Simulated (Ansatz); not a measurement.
Computed with B3LYP-D3(BJ)/def2-TZVP (Ansatz, a program for electronic structure). No frequencies were computed at this level.

Ansatz 0.2 input:
```yaml
crystal:
  periodic: [false, false, false]
  atoms:
    - { symbol: I, position_ang: [-2.116003, -1.353675, -0.028301] }
    - { symbol: Al, position_ang: [0.000105, 0.000281, 0.00023] }
    - { symbol: I, position_ang: [-0.113986, 2.509283, -0.002102] }
    - { symbol: I, position_ang: [2.229884, -1.155889, 0.030173] }
basis:
  gaussian: { orbitals: def2-tzvp }
hamiltonian:
  xc: b3lyp
  dispersion: d3bj
relax:
  max_steps: 150
```

Output:

```
Functional definition: B3LYP
1492 factors; their error is unknown
mean field evaluation 1: about -30912.3378 eV, gradient 1.2e1 eV
mean field evaluation 2: about -30912.1829 eV, gradient 1.6e1 eV
mean field evaluation 4: about -30912.8201 eV, gradient 9.7e-1 eV
mean field evaluation 8: about -30913.4920 eV, gradient 1.1e-1 eV
mean field -30913.49199869 eV, -1136.0498770343 hartree, gradient 1.0e-5 eV, S^2 0.000000; 0 other end points of the search recorded, 0 dependent functions left out
reference -30913.49223431 eV, -1136.0498856931 hartree; 44, 44 occupied and 143, 143 virtual orbitals, 1492 factors
relax step   1: F+E_penalty+E_count = -30913.88256497 eV  Δ(F+E_penalty+E_count) = +0.000e0 eV  max|allowed force component| = 5.216e-1 eV/Å  Δτ_max = 0.0000 Å  (25 SCF iters, accepted)
these checks for a lower state are left out or cut short: starts, cluster_reference, orbital_swaps, neighbouring_geometries, increment
1492 factors; their error is unknown
mean field evaluation 16: about -30912.8090 eV, gradient 7.4e0 eV
mean field -30913.49861251 eV, -1136.0501200878 hartree, gradient 1.6e-5 eV, S^2 0.000000; 0 other end points of the search recorded, 0 dependent functions left out
reference -30913.49884477 eV, -1136.0501286233 hartree; 44, 44 occupied and 143, 143 virtual orbitals, 1492 factors
relax step   2: F+E_penalty+E_count = -30913.90965394 eV  Δ(F+E_penalty+E_count) = -2.709e-2 eV  max|allowed force component| = 3.301e-1 eV/Å  Δτ_max = 0.0765 Å  (29 SCF iters, accepted)
these checks for a lower state are left out or cut short: starts, cluster_reference, orbital_swaps, neighbouring_geometries, increment
1492 factors; their error is unknown
mean field -30913.51913033 eV, -1136.0508741037 hartree, gradient 1.2e-5 eV, S^2 0.000000; 0 other end points of the search recorded, 0 dependent functions left out
reference -30913.51936381 eV, -1136.0508826838 hartree; 44, 44 occupied and 143, 143 virtual orbitals, 1492 factors
relax step   3: F+E_penalty+E_count = -30913.92274819 eV  Δ(F+E_penalty+E_count) = -1.309e-2 eV  max|allowed force component| = 8.144e-3 eV/Å  Δτ_max = 0.0277 Å  (30 SCF iters, accepted)
1492 factors; their error is unknown
mean field evaluation 32: about -30913.5186 eV, gradient 9.6e-1 eV
mean field -30913.51913033 eV, -1136.0508741037 hartree, gradient 1.1e-5 eV, S^2 0.000000; 1 other end points of the search recorded, 0 dependent functions left out
reference -30913.51936381 eV, -1136.0508826838 hartree; 44, 44 occupied and 143, 143 virtual orbitals, 1492 factors
Total energy: -30913.92298167 eV, -1136.0657153667 hartree
Atom 0 at    -2.074953    -1.327246    -0.027682 Å, force     0.007384     0.004707     0.000111 eV/Å
Atom 1 at     0.000001     0.000003     0.000015 Å, force    -0.000300    -0.000425    -0.000042 eV/Å
Atom 2 at    -0.111834     2.460695    -0.001992 Å, force     0.000378    -0.008144     0.000019 eV/Å
Atom 3 at     2.186786    -1.133452     0.029659 Å, force    -0.007463     0.003862    -0.000089 eV/Å
Dipole moment:     0.000020     0.000033     0.000008 e Å
```

Cost: roughly 40 core-seconds.
